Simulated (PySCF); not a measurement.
SMILES c1c(sc(C=C)c1)C#C (C8H6S), GFN2-xTB optimised geometry.

```
15

C     -1.97    -3.45     0.00
C     -1.22    -2.51     0.00
C     -0.36    -1.41     0.00
C      1.01    -1.41     0.00
C      1.55    -0.12     0.00
C      0.61     0.88     0.00
C      0.85     2.30     0.00
C     -0.10     3.23     0.00
S     -1.00     0.21     0.00
H     -2.61    -4.28     0.00
H      1.59    -2.31     0.00
H      2.61     0.08     0.00
H      1.89     2.58     0.00
H     -1.15     2.97     0.00
H      0.14     4.28     0.00
```

Density from B3LYP/def2-TZVP (PySCF) at that geometry.

Minimum of the electron density along straight lines between bonded atoms, close to the bond critical point (lines longer than 1.1 times the sum of covalent radii, or with two minima, are not listed):

| bond | length / Å | ρ at the minimum / e bohr⁻³ | ∇²ρ there / e bohr⁻⁵ | position (fraction from the first atom) |
|---|---|---|---|---|
| C1–C2 | 1.202 | 0.420 | -1.23 | 0.48 |
| C2–C3 | 1.397 | 0.308 | -0.92 | 0.52 |
| C3–C4 | 1.371 | 0.328 | -0.97 | 0.52 |
| C4–C5 | 1.401 | 0.314 | -0.92 | 0.50 |
| C5–C6 | 1.373 | 0.329 | -0.97 | 0.49 |
| C6–C7 | 1.437 | 0.293 | -0.85 | 0.51 |
| C7–C8 | 1.330 | 0.356 | -1.11 | 0.51 |
| C3–S9 | 1.740 | 0.210 | -0.42 | 0.48 |
| C6–S9 | 1.740 | 0.211 | -0.42 | 0.48 |
| C1–H10 | 1.049 | 0.301 | -1.15 | 0.66 |
| C4–H11 | 1.076 | 0.291 | -1.06 | 0.65 |
| C5–H12 | 1.076 | 0.290 | -1.05 | 0.65 |
| C7–H13 | 1.083 | 0.287 | -1.03 | 0.64 |
| C8–H14 | 1.078 | 0.288 | -1.03 | 0.64 |
| C8–H15 | 1.075 | 0.290 | -1.04 | 0.64 |
